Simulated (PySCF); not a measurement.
## Structure from 2D NMR

Compound of formula C₅H₉ClOSi₂. Correlations simulated from computed shifts and the bond graph:

HSQC (one-bond C–H):
```tsv
δH	δC
7.13	155.6
5.63	131.7
3.91	53.1
```

COSY cross peaks (H two or three bonds apart, from the bond graph; peaks can be absent where the dihedral angle is near 90°):
```tsv
δH	δH
7.13	5.63
4.00	3.91
```

HMBC (two and three bonds, from the bond graph):
```tsv
δH	δC
7.13	155.6, 131.7
5.63	155.6, 131.7
4.00	53.1
```

- coordinates at the GFN2-xTB level
- PBE0/pcSseg-1 with gauge-including orbitals
- code: PySCF 2.14
- no solvent model, relativity neglected, single conformer, one averaged value for each set of equivalent atoms

δ = σ(ref) − σ, references computed at the same level: ¹H, ¹³C vs TMS.

Exchangeable hydrogens are left out of these lists.

Problem. Work out the connectivity.

Solution. `[SiH3]CO[Si]1(Cl)C=CC=C1`.

Atoms are numbered as in `[SiH3:1][CH2:2][O:3][Si:4]1([Cl:5])[CH:6]=[CH:7][CH:8]=[CH:9]1`; H(Xn) means a hydrogen on atom n.

- δC 155.6 is C7/C8, an alkene CH (δH 7.13).
- δC 131.7 is C6/C9, an alkene CH (δH 5.63).
- δC 53.1 is C2, an sp3 CH2 bonded to O and Si (δH 3.91).
- COSY links 7.13–5.63, 4.00–3.91.

The shifts were computed for this structure.

Shifts are as computed. Against solution values, carbons near 30 ppm lie about +3 ppm off and those near 130 ppm about +5 ppm. Of 1211 compounds with measured shifts, 218 miss one by over three times the rms of a fit or turn the order of signals round; such compounds aren't used in these exercises.
